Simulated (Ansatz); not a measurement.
Species: C₃H₄B (charge 0, doublet). It need not be the lowest isomer of its formula. 
Structure (B3LYP-D3(BJ)/def2-TZVP (Ansatz, a first-principles code) minimum search):
SMILES: C#C[B]C
```xyz
8

C      2.0912    -0.0194     0.0635
C      0.8755    -0.1397     0.0598
B     -0.5482    -0.4144     0.0909
C     -1.9101     0.2595    -0.1308
H      3.1510     0.0658     0.0731
H     -2.0844     0.9257     0.7254
H     -1.9070     0.9008    -1.0195
H     -2.7586    -0.4227    -0.1883
```
Charge 0, spin multiplicity 2.

Parts of the frozen-core correlation energy in 6-31G* (Ansatz, hartree). Frozen orbitals: 4; correlated occupied orbitals by spin: 10 and 9; virtual: 54 and 55. Open shells are spin-unrestricted. Spin-orbit coupling is left out. No relativistic terms.

```csv
term,value
reference (HF),-140.50373
MP2 opposite-spin,-0.31290
MP2 same-spin,(withheld)
CCSD correlation,(withheld)
(T),(withheld)
T1 diagnostic,0.035
largest doubles amplitude,0.073
<S^2> of the reference,0.938
```

Problem. Some entries are withheld; supply them.

Solution. 
- MP2 same-spin, value: -0.10331
- CCSD correlation, value: -0.46291
- (T), value: -0.01859
